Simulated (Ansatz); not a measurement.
`[SiH3]C1C=C1` + `N[AsH2]` → `N[AsH][SiH3]` + `C1=CC1` at 298.15 K and 1 bar (ligand exchange at the Si–C bond).

Calculated with Ansatz (gas phase, PBE0-D4/def2-TZVP geometries, no zero-point term in ΔE). CCSD(T)/CBS adds triple-zeta CCSD(T) − MP2 to the extrapolated MP2 energy (def2 sets, frozen cores). This one scheme is used for every species. For As outer-core shells are correlated without core-valence functions, which leaves a few kJ/mol of doubt a bond. Scalar relativity is left out up to krypton. Each species was taken in one conformer, which may not be the lowest.

```csv
species,CCSD(T)/CBS energy (Eh),H − E (kJ/mol),S (J/(mol·K))
`[SiH3]C1C=C1`,-406.73557,203.3,307.2
`N[AsH2]`,-2292.09958,122.1,266.6
`N[AsH][SiH3]`,-2582.38925,173.9,326.1
`C1=CC1`,-116.45901,159.0,242.5
```

H − E and S are ideal-gas, rigid-rotor, harmonic terms from PBE0-D4/def2-TZVP, for one conformer and one mirror image of each species. 1 Eh = 2625.50 kJ/mol, R = 8.31446 J/(mol·K).

Question: By hand: ΔE, ΔH, ΔS and ΔG.

Answer: ΔE = (-2582.38925) + (-116.45901) − (-406.73557) − (-2292.09958) = -0.01311 Eh = -34.4 kJ/mol. Δ(H − E) = 173.9 + 159.0 − 203.3 − 122.1 = 7.5, so ΔH = -26.9 kJ/mol. ΔS = 326.1 + 242.5 − 307.2 − 266.6 = -5.2 J/(mol·K). ΔG = -26.9 − 298.15 × (-5.2)/1000 = -25.3 kJ/mol.

Question: By hand: the equilibrium constant, and the temperature at which ΔG would vanish if ΔH and ΔS stayed fixed.

Answer: log₁₀ K = −ΔG/(RT ln 10) = 4.4. ΔG = 0 at ΔH/ΔS = 5173 K, far beyond where these terms or the molecules hold.

The number of gas molecules stays the same, so ΔS is small and ΔH decides. A doubt of 5 kJ/mol in ΔE shifts log₁₀ K by 0.9 here. Other conformers and mirror images would add mixing entropy, several J/(mol·K) or more a flexible species. These are equilibria of isolated gas molecules and say nothing of rates. Largest T1 diagnostic: 0.011 (customary marks: 0.02 for closed shells, 0.045 for open ones).
